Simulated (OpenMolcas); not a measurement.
neutral cadmium: effect of the basis set

```json
{
 "Program": "OpenMolcas",
 "Method": "CASSCF",
 "Active space": "2 electrons in 8 orbitals (5s 5p 6s 6p)",
 "State averaging": "2S+1 = 3 even, 3 roots; 2S+1 = 1 even, 1 root; 2S+1 = 3 odd, 3 roots; 2S+1 = 1 odd, 3 roots",
 "Spin-orbit coupling": "state interaction with AMFI integrals over the reference wave functions, term energies averaged over their components"
}
```

A. ANO-RCC-VTZP [7s6p4d2f1g], DKH2, point nucleus; cost about 18 core-seconds
B. ANO-RCC-VQZP [8s7p5d3f2g1h], DKH2, point nucleus; cost of the order of 24 core-seconds
C. ANO-RCC [10s8p8d5f4g2h], DKH2, point nucleus; cost of the order of 2 core-minutes

Energies in cm⁻¹ above 5s² ¹S₀, the measured ground level; measured values from NIST Handbook of Basic Atomic Spectroscopic Data.

```csv
Level,A,B,C,Measured
5s² ¹S₀,0.0,0.0,0.0,0.0
5s 5p ³P°₀,26199,26272,26272,30114
5s 5p ³P°₁,26659,26726,26728,30656
5s 5p ³P°₂,27615,27658,27668,31827
5s 5p ¹P°₁,46398,45692,45598,43692
```

Deviations, from unrounded energies. A percentage is the sum of absolute deviations over the sum of measured energies, with the sign that they share, or ± where signs differ.

| Against measurement | Levels | A | B | C |
| --- | --- | --- | --- | --- |
| mean absolute deviation (cm-1) | 4 | 3700 | 3500 | 3500 |
| other configurations (%) | 4 | ±10.9 | ±10.2 | ±10.2 |

B, C lie about equally close to measurement and A furthest from it. The largest miss of C in the table is 5s 5p ³P°₂, by -4200 cm-1. The ranking rests on the paired levels alone, and a cruder setting can come out closer through cancelling errors.

Among A to C the level of the table that moves most is 5s 5p ¹P°₁, by 800 cm-1 (lowest in C, highest in A).

Without dynamic correlation excited terms often stand tens of per cent too high (terms of higher spin than the ground term too low), and those without a measured partner can miss by more than the paired ones. Active for correlation alone: 6p 6s; no level in the range computed is led by a configuration that fills them, so any true level of that kind is missing. Computed and measured levels are paired by configuration, term and J; levels that our copy of the source lacks, or whose pairing is in doubt (as where it misses far off the trend of its configuration), stay unpaired and out of the deviations. Levels of configurations outside the active space are missing. Levels that lie high or do not pair safely by name in every column are left out.

° marks odd parity.
